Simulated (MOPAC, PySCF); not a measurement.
[Hf(Cl)2(NH2)2], neutral singlet in the gas phase. 

Cartesian coordinates (Å):
```xyz
9

Hf    -0.0939    -0.2139     0.0521
Cl    -1.2205    -1.9510     1.2255
Cl     0.2143     1.7867     1.3031
N     -1.1649     0.2296    -1.6061
H     -2.1272     0.5909    -1.5800
H     -0.8770     0.1458    -2.5863
N      1.6780    -0.8763    -0.6529
H      1.9179    -1.8574    -0.8411
H      2.5199    -0.3035    -0.7904
```
Charge 0, multiplicity 1.

All levels are single points at this geometry (PBE-D3(BJ)/def2-SVP); Pople sets use spherical d functions. Orbital energies aren't observables, and empty levels follow the basis.

```csv
level,HOMO (eV),LUMO (eV),gap (eV),dipole (D),"vertical IE, Delta-SCF (eV)"
TPSSh-D3(BJ)/def2-TZVP in PySCF,-6.97,-1.36,5.60,3.26,–
B3LYP/6-311+G** (LANL2DZ on Hf) in PySCF,-7.65,-1.67,5.98,3.50,–
B3LYP/6-31G* (LANL2DZ on Hf) in PySCF,-7.42,-1.43,5.98,3.95,9.58
BP86/6-31G* (LANL2DZ on Hf) in PySCF,-6.40,-2.14,4.26,3.98,–
SVWN5/6-31G* (LANL2DZ on Hf) in PySCF,-6.43,-2.19,4.24,4.01,–
PM6 in MOPAC,-9.55,-1.80,7.75,4.16,–
```
